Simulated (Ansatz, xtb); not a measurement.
**C3H9BrOSi: 3 structures ranked**

3 gas-phase structures of C3H9BrOSi, from a drawn sample of its isomers (lower ones may exist). Each was relaxed with GFN2-xTB; where two conformers were screened, the lower at r2SCAN-D4/def2-SVP is listed:

A. `COC[SiH](C)Br`, a singlet
B. `CO[SiH](C)CBr`, a singlet
C. `CO[Si](C)(C)Br`, a singlet

Question: Which do you expect lowest at r2SCAN-D4/def2-SVP, and how would the others follow?

Answer: Calculated order at r2SCAN-D4/def2-SVP: C (0.0), B (43.6), A (44.4) kcal/mol. Less than 1 kcal/mol parts B and A, so the order within that pair means little.

Energies above the lowest of each column, in kcal/mol; the last columns are at B3LYP/def2-SVP geometries:

```json
{"structure": "C", "GFN2-xTB": "0.0", "HF/STO-3G": "0.0", "r2SCAN-D4/def2-SVP": "0.0", "B3LYP/def2-SVP": "0.0", "CCSD(T)/def2-SVP + ΔMP2/def2-TZVPP": "0.0"}
{"structure": "B", "GFN2-xTB": "30.6", "HF/STO-3G": "40.5", "r2SCAN-D4/def2-SVP": "43.6", "B3LYP/def2-SVP": "40.8", "CCSD(T)/def2-SVP + ΔMP2/def2-TZVPP": "41.6"}
{"structure": "A", "GFN2-xTB": "32.5", "HF/STO-3G": "22.6", "r2SCAN-D4/def2-SVP": "44.4", "B3LYP/def2-SVP": "42.8", "CCSD(T)/def2-SVP + ΔMP2/def2-TZVPP": "48.2"}
```

Every level run on C puts it lowest or level with the lowest. Flexible structures stand in one conformer each, not always the lowest. The ΔMP2 step shifts differences by up to 4.8 kcal/mol, which makes them less sure. ΔMP2 is the change of the MP2 energy from the smaller to the larger basis.

Programs: Ansatz 0.2.0, xtb 6.7.1.
